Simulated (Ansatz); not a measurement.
A CCSD(T) single point on C$_{2}$H$_{9}$AlBN.

```yaml
crystal:
  periodic: [false, false, false]
  atoms:
    - {symbol: C, position_ang: [-1.969891, -1.048461, 0.142598]}
    - {symbol: B, position_ang: [-0.598346, -0.392079, -0.173454]}
    - {symbol: Al, position_ang: [0.833625, 0.315213, -1.607834]}
    - {symbol: C, position_ang: [0.387533, 0.089477, 0.977152]}
    - {symbol: N, position_ang: [1.397266, 0.970209, 0.307530]}
    - {symbol: H, position_ang: [-2.327047, -1.746107, -0.616767]}
    - {symbol: H, position_ang: [-2.058419, -1.507565, 1.133518]}
    - {symbol: H, position_ang: [-2.684011, -0.208095, 0.128787]}
    - {symbol: H, position_ang: [0.645655, 1.661850, -2.462705]}
    - {symbol: H, position_ang: [2.001131, -0.688205, -2.064913]}
    - {symbol: H, position_ang: [-0.012681, 0.537613, 1.895019]}
    - {symbol: H, position_ang: [0.900779, -0.833842, 1.283186]}
    - {symbol: H, position_ang: [2.334412, 0.875640, 0.681834]}
    - {symbol: H, position_ang: [1.136996, 1.945352, 0.404848]}
basis:
  gaussian: {orbitals: def2-TZVPP}
correlation: {method: ccsd_t}
```

```sh
$ ansatz run in.yaml --threads 4 --pin off --events-out ev --progress --plain --max-ram 10444MiB
```

Log, shortened:

```
Functional definition: HF
1691 factors; integrals over basis functions are off by at most 1.5e-3 eV
mean field evaluation 1: about -10936.5441 eV, gradient 3.9e1 eV
mean field evaluation 2: about -10936.7424 eV, gradient 3.9e1 eV
mean field evaluation 4: about -10940.9338 eV, gradient 4.1e0 eV
mean field evaluation 8: about -10941.0054 eV, gradient 2.6e-1 eV
mean field -10941.00582611 eV, -402.0745480294 hartree, gradient 5.0e-6 eV, S^2 0.000000; 0 other end points of the search recorded, 0 dependent functions left out
9 core orbitals not correlated: weight in the atoms' cores, before any rotation towards them, 1.000 or more for the frozen orbitals, at most 0.000 for the correlated occupied ones
reference -10941.00582611 eV, -402.0745480294 hartree; 14, 14 occupied and 269, 269 virtual orbitals, 1691 factors
second order -20.39445802 eV of doubles, -0.00000000 eV of singles
cycle   1  -21.35664137 eV  change   -9.6e-1 eV  update   9.4e-2
cycle   2  -21.92663540 eV  change   -5.7e-1 eV  update   2.9e-2
cycle   3  -21.99927471 eV  change   -7.3e-2 eV  update   1.2e-2
cycle   4  -21.99234303 eV  change    6.9e-3 eV  update   3.4e-3
cycle   5  -21.99248875 eV  change   -1.5e-4 eV  update   1.5e-3
cycle   6  -21.99232744 eV  change    1.6e-4 eV  update   5.2e-4
cycle   7  -21.99211612 eV  change    2.1e-4 eV  update   2.1e-4
cycle   8  -21.99216382 eV  change   -4.8e-5 eV  update   8.8e-5
cycle   9  -21.99218228 eV  change   -1.8e-5 eV  update   3.7e-5
cycle  10  -21.99216090 eV  change    2.1e-5 eV  update   2.0e-5
perturbative correction -0.84045241 eV, -0.0308860565 hartree
Total energy: -10963.83843942 eV, -402.9136310922 hartree
```

Run time 2.9 min (4 threads of an Arm Neoverse V2 on a shared host); peak host memory 9 GiB.

Correlation energy per correlated electron: -0.815 eV. T1 diagnostic: 0.0106.
